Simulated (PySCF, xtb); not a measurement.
CH₇F₂NSi₂, SMILES NC([SiH2]F)[SiH2]F. One conformer was computed; it need not be the lowest.

Harmonic wavenumbers (cm⁻¹) from GFN2-xTB (xtb) at its own minimum, in rising order: 46, 51, 107, 141, 191, 245, 284, 342, 484, 529, 569, 587, 605, 720, 726, 752, 767, 794, 817, 844, 950, 1064, 1079, 1112, 1308, 1563, 2307, 2312, 2350, 2367, 2921, 3383, 3416.

### Question
What does PySCF 2.14.0 with r2SCAN-D4/def2-SVP give at its own minimum? (The exact figures need the calculation; the answer reports its results.)

### Answer
34, 67, 105, 151, 198, 251, 282, 398, 544, 612, 642, 728, 752, 808, 837, 848, 863, 913, 928, 956, 968, 1035, 1074, 1122, 1337, 1632, 2222, 2231, 2238, 2254, 3015, 3479, 3569. Paired by order, the mean absolute difference is 68 cm⁻¹ and the zero-point energies are 51.1 and 53.0 kcal/mol.
